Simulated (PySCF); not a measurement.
**Vertical excitation energies**

Compound: C6H10N2Si.
SMILES: `[SiH3]NNc1ccccc1`

Computed with TDDFT CAM-B3LYP/def2-SVPD, vertical, gas phase, core orbitals frozen in the response (PySCF). The structure is a single PBE0-D3(BJ)/def2-SVP conformer in the gas phase; no vibrational or solvent corrections. Torsions of this conformer, `[SiH3:1][NH:2][NH:3][c:4]1[cH:5][cH:6][cH:7][cH:8][cH:9]1`: Si1–N2–N3–C4 -111°, N2–N3–C4–C5 14°.

**Question.** What does the calculation give for the low-lying excited states?

**Answer.** 

```json
{"state": "S1", "E (eV)": "4.87", "E (kJ/mol)": "470", "λ (nm)": "254.7", "f": "0.039", "|μ| (D)": "1.45", "main configurations (H = HOMO, L = LUMO)": "H→L (86%)"}
{"state": "S2", "E (eV)": "5.43", "E (kJ/mol)": "524", "λ (nm)": "228.3", "f": "0.128", "|μ| (D)": "2.50", "main configurations (H = HOMO, L = LUMO)": "H→L+1 (85%)"}
{"state": "S3", "E (eV)": "5.65", "E (kJ/mol)": "545", "λ (nm)": "219.6", "f": "0.089", "|μ| (D)": "2.04", "main configurations (H = HOMO, L = LUMO)": "H→L+2 (78%), H-1→L (9%)"}
{"state": "S4", "E (eV)": "6.19", "E (kJ/mol)": "597", "λ (nm)": "200.3", "f": "0.0086", "|μ| (D)": "0.61", "main configurations (H = HOMO, L = LUMO)": "H→L+4 (64%), H→L+3 (11%)"}
{"state": "S5", "E (eV)": "6.38", "E (kJ/mol)": "616", "λ (nm)": "194.2", "f": "0.0083", "|μ| (D)": "0.58", "main configurations (H = HOMO, L = LUMO)": "H→L+5 (68%), H→L+3 (15%)"}
{"state": "S6", "E (eV)": "6.51", "E (kJ/mol)": "628", "λ (nm)": "190.5", "f": "0.0015", "|μ| (D)": "0.25", "main configurations (H = HOMO, L = LUMO)": "H-2→L+1 (68%)"}
{"state": "S7", "E (eV)": "6.64", "E (kJ/mol)": "641", "λ (nm)": "186.7", "f": "0.012", "|μ| (D)": "0.70", "main configurations (H = HOMO, L = LUMO)": "H→L+3 (34%), H→L+4 (15%), H→L+6 (14%)"}
{"state": "S8", "E (eV)": "6.74", "E (kJ/mol)": "650", "λ (nm)": "183.9", "f": "0.430", "|μ| (D)": "4.10", "main configurations (H = HOMO, L = LUMO)": "H-1→L (50%), H-1→L+2 (12%), H→L+2 (10%)"}
{"state": "S9", "E (eV)": "6.78", "E (kJ/mol)": "654", "λ (nm)": "182.8", "f": "0.379", "|μ| (D)": "3.84", "main configurations (H = HOMO, L = LUMO)": "H-1→L+2 (28%), H-1→L (26%), H-1→L+1 (15%)"}
{"state": "S10", "E (eV)": "7.02", "E (kJ/mol)": "677", "λ (nm)": "176.7", "f": "0.0084", "|μ| (D)": "0.56", "main configurations (H = HOMO, L = LUMO)": "H→L+6 (42%), H→L+3 (11%), H→L+7 (11%)"}
```

Triplets (Tamm–Dancoff): T1 3.86 eV, H→L+2 (35%), H→L (23%), H-1→L (16%); T2 4.06 eV, H→L (70%), H→L+2 (18%); T3 4.63 eV, H-1→L (74%), H→L+2 (14%); T4 5.38 eV, H→L+1 (57%), H→L+2 (21%).

The lowest singlet lies at 4.87 eV (255 nm, ultraviolet) and is of moderate strength; its leading configuration is HOMO→LUMO (86%). The strongest level in the table is S8 at 6.74 eV (184 nm, f = 0.430). Löwdin shares by element: HOMO carbon 39% or more, nitrogen 25% or more (atoms not listed hold the other 36%); LUMO carbon 69% or more (atoms not listed hold the other 31%). Weighted by f, the mean energy of these states is 6.44 eV. The listed states span 2.15 eV, and the widest gap between neighbours is 0.56 eV (S1 to S2). Of the 10 states listed, 6 reach f = 0.01 and none stays under 0.0005. The vertical ionisation energy (ΔSCF) is 7.71 eV, 0.69 eV above S10. Singlets were solved by full linear response, triplets in the Tamm–Dancoff approximation.

Time: 3.0 min; peak memory 1.3 GiB. Hardware: one thread, Arm Neoverse V1 (aarch64), shared host with 32 logical CPUs at a one-minute load of 26.
